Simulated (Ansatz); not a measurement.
One change: `C[O][Mo](=[O])([OH])=[S]` becomes `C[O][W](=[O])([OH])=[S]`.

Ansatz, PBE0-D4/def2-TZVP geometries, multiplicity 1. Each molecule was computed in one conformer, which needn't be the lowest.

Elements past krypton have def2 core potentials.

| property | `C[O][Mo](=[O])([OH])=[S]` |
| --- | --- |
| size of the dipole moment (ωB97M-V/def2-TZVPP) / D | 2.86 |
| HOMO–LUMO gap (B3LYP/def2-TZVPP) / eV | 4.53 |
| LUMO energy (PBE0/def2-TZVPP) / eV | -2.62 |
| LUMO energy (ωB97M-V/def2-TZVPP) / eV | -0.59 |
| zero-point energy (PBE0-D4/def2-TZVP) / kJ/mol | 158.2 |
| LUMO energy (B3LYP/def2-TZVPP) / eV | -2.79 |

(1) Give the same properties after the change, and the shifts. (Estimate.)

## Answers

(1) Computed: 
| property | `C[O][W](=[O])([OH])=[S]` | shift |
| --- | --- | --- |
| size of the dipole moment (ωB97M-V/def2-TZVPP) / D | 3.29 | 0.43 |
| HOMO–LUMO gap (B3LYP/def2-TZVPP) / eV | 5.00 | 0.47 |
| LUMO energy (PBE0/def2-TZVPP) / eV | -2.00 | 0.62 |
| LUMO energy (ωB97M-V/def2-TZVPP) / eV | 0.05 | 0.64 |
| zero-point energy (PBE0-D4/def2-TZVP) / kJ/mol | 157.7 | -0.5 |
| LUMO energy (B3LYP/def2-TZVPP) / eV | -2.18 | 0.61 |

With PBE0 the HOMO rises by 0.13 eV and the LUMO rises by 0.62 eV, so the gap widens by about 0.49 eV. PBE moves the HOMO by 0.12 eV and ωB97M-V by 0.14 eV. Dipoles are sizes alone; their direction can turn.

Positive LUMOs are unbound, so they and the gaps depend on the basis.

B3LYP here is the variant with VWN-RPA as its local correlation; programs differ in this.
